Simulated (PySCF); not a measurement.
Ionisation energy of I+ by level of theory

I+ [Kr] 4d10 5s2 5p4 (3P) → I(2+) [Kr] 4d10 5s2 5p3 (4S), as a difference of total energies. Computed with PySCF 2.14 in x2c-TZVPPall with one added diffuse shell each of s, p, d, f type (9s7p5d3f, 76 functions), with the spin-free X2C one-electron Hamiltonian (Gaussian nucleus). Correlated levels: valence: [Kr] 4d10 frozen; valence and next inner shell: [Ar] 3d10 frozen. The calculations carry no spin-orbit coupling.

```
                                method  ionisation energy (eV)  plus first-order spin-orbit estimate  error of that sum (eV)
                                   UHF                  17.687                                18.012                  -1.119
                                   LDA                  19.066                                19.391                  +0.260
                                   PBE                  18.735                                19.060                  -0.071
                                  PBE0                  18.748                                19.073                  -0.058
                                r2SCAN                  18.769                                19.094                  -0.037
                                 HSE06                  18.801                                19.126                  -0.005
                               wB97X-V                  18.911                                19.236                  +0.105
                                 B97-3                  18.736                                19.061                  -0.070
                                  BLYP                  18.758                                19.083                  -0.048
                         MP2 (valence)                  18.282                                18.607                  -0.524
                     SCS-MP2 (valence)                  18.337                                18.663                  -0.468
    MP2 (valence and next inner shell)                  18.408                                18.733                  -0.398
SCS-MP2 (valence and next inner shell)                  18.417                                18.743                  -0.388
```

Reference: 19.131 eV (measured; NIST Atomic Spectra Database, ionization energies).

A first-order spin-orbit estimate (lowest level to lowest level, LS coupling) adds 0.325 eV.

Errors of the correlated levels include the incompleteness of this basis and the frozen core.
